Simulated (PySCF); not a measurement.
Two-component Hartree-Fock for Tl⁴⁰⁺ (thallium, charge +40)

Start: [Kr] 4d5; 4d3/2 filled at m_j = -3/2, -1/2, +1/2, +3/2; 4d5/2 filled at m_j = +5/2. Calculated with PySCF 2.14 in an even-tempered Gaussian basis (16 s from 4.8 bohr⁻², ratio 2.8; 14 p from 6.2 bohr⁻², ratio 2.8; 9 d from 6.2 bohr⁻², ratio 2.8; 3 f from 25 bohr⁻², ratio 3): generalised Hartree-Fock with the X2C-1e Hamiltonian and a Gaussian nucleus; one run each with spin-orbit coupling (SO) switched off, then screened by Boettger's factors.

```json
{"spinor shell": "1s1/2", "electrons": "2", "ε, spin-free (eV)": "-87808.1", "ε, screened SO (eV)": "-87769.9", "weight of nominal j (screened SO)": "1.000", "rms radius, screened SO (bohr)": "0.0184"}
{"spinor shell": "2s1/2", "electrons": "2", "ε, spin-free (eV)": "-17268.8", "ε, screened SO (eV)": "-17255.6", "weight of nominal j (screened SO)": "1.000", "rms radius, screened SO (bohr)": "0.0743"}
{"spinor shell": "2p1/2", "electrons": "2", "ε, spin-free (eV)": "-15121.5", "ε, screened SO (eV)": "-16615.6", "weight of nominal j (screened SO)": "1.000", "rms radius, screened SO (bohr)": "0.0628"}
{"spinor shell": "2p3/2", "electrons": "4", "ε, spin-free (eV)": "-15121.5", "ε, screened SO (eV)": "-14539.6", "weight of nominal j (screened SO)": "1.000", "rms radius, screened SO (bohr)": "0.0710"}
{"spinor shell": "3s1/2", "electrons": "2", "ε, spin-free (eV)": "-5521.9", "ε, screened SO (eV)": "-5516.8", "weight of nominal j (screened SO)": "1.000", "rms radius, screened SO (bohr)": "0.188"}
{"spinor shell": "3p1/2", "electrons": "2", "ε, spin-free (eV)": "-4890.1", "ε, screened SO (eV)": "-5231.7", "weight of nominal j (screened SO)": "1.000", "rms radius, screened SO (bohr)": "0.179"}
{"spinor shell": "3p3/2", "electrons": "4", "ε, spin-free (eV)": "-4890.1", "ε, screened SO (eV)": "-4752.4", "weight of nominal j (screened SO)": "1.000", "rms radius, screened SO (bohr)": "0.195"}
{"spinor shell": "3d3/2", "electrons": "4", "ε, spin-free (eV)": "-4234.8", "ε, screened SO (eV)": "-4296.7", "weight of nominal j (screened SO)": "1.000", "rms radius, screened SO (bohr)": "0.170"}
{"spinor shell": "3d5/2", "electrons": "6", "ε, spin-free (eV)": "-4234.8", "ε, screened SO (eV)": "-4188.4", "weight of nominal j (screened SO)": "1.000", "rms radius, screened SO (bohr)": "0.175"}
{"spinor shell": "4s1/2", "electrons": "2", "ε, spin-free (eV)": "-2421.4", "ε, screened SO (eV)": "-2419.3", "weight of nominal j (screened SO)": "1.000", "rms radius, screened SO (bohr)": "0.391"}
{"spinor shell": "4p1/2", "electrons": "2", "ε, spin-free (eV)": "-2184.3", "ε, screened SO (eV)": "-2300.4", "weight of nominal j (screened SO)": "0.999", "rms radius, screened SO (bohr)": "0.390"}
{"spinor shell": "4p3/2", "electrons": "4", "ε, spin-free (eV)": "-2184.3", "ε, screened SO (eV)": "-2135.8", "weight of nominal j (screened SO)": "1.000", "rms radius, screened SO (bohr)": "0.421"}
{"spinor shell": "4d3/2", "electrons": "4", "ε, spin-free (eV)": "-1944.8", "ε, screened SO (eV)": "-1954.6", "weight of nominal j (screened SO)": "0.992", "rms radius, screened SO (bohr)": "0.403"}
{"spinor shell": "4d5/2", "electrons": "1", "ε, spin-free (eV)": "-1944.8", "ε, screened SO (eV)": "-1922.9", "weight of nominal j (screened SO)": "1.000", "rms radius, screened SO (bohr)": "0.411"}
```

| quantity | spin-free | screened SO |
| --- | --- | --- |
| E (hartree) | -19235.49720 | -19272.10589 |
| M_J | 5/2 | 5/2 |
| ⟨J²⟩ | 8.750 | 8.753 |
| ⟨L²⟩ | 0.000 | 6.229 |
| ⟨S²⟩ | 8.750 | 2.941 |

Each row is a mean over spinors that exchange with the open shell spreads, by up to 18.931 eV (4p3/2).

Breit and QED terms are absent; they matter most for the inner s and p1/2 levels.

Densities and radii are taken from the X2C orbitals without a picture-change correction, which distorts them close to the nucleus.

Without spin-orbit coupling the j labels of p, d and f shells carry no meaning; the spin-free column gives the mean over the occupied spinors of each nl shell.
